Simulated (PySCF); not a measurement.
Gas-phase reaction: SiF4.NH3 + 3 HSiNH2 → 4 N + 4 SiH3F

Method: PySCF energies plus ideal-gas RRHO corrections (1 bar). † marks an energy on the PBE0/def2-TZVP geometry and frequencies; other levels use their own. MP2 freezes the core. 6-31G* has spherical d functions here. Open shells (unrestricted): N (multiplicity 4); the rest are closed-shell singlets. Adducts (SiF4.NH3) have no counterpoise correction, and HF, PBE, BLYP, B3LYP and PBE0 lack dispersion. SiF4.NH3, HSiNH2: computed as isolated molecules; such fragments, hydroxides, amides, oligomers or adducts are transient or little studied in the gas. MP2 isn't extrapolated to the basis-set limit.

BLYP/def2-TZVP† gives ΔH°(298 K) = 1860 kJ.

Question: What do ωB97M-V/def2-TZVP†, HF/6-31G*, MP2/def2-TZVPP† give?

Answer: ωB97M-V/def2-TZVP†: 1848 kJ; HF/6-31G*: 614 kJ; MP2/def2-TZVPP†: 1770 kJ. For scale, ΔH°(298 K) is 1860 kJ at this level, 1848 kJ at ωB97M-V/def2-TZVP†, and runs from 614 to 2736 kJ over the 19 levels computed.
